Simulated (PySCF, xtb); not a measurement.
YF2, SMILES [Y+]([F])[F], charge +1.

Harmonic wavenumbers (cm⁻¹) from xtb with GFN2-xTB at its own minimum, in rising order: 125, 255, 316.

What does B3LYP-D3(BJ)/def2-TZVP (PySCF 2.14.0) give at its own minimum? (The exact figures need the calculation; the answer reports its results.)

148, 671, 679. Paired by order, the mean absolute difference is 267 cm⁻¹ and the zero-point energies are 1.0 and 2.1 kcal/mol.
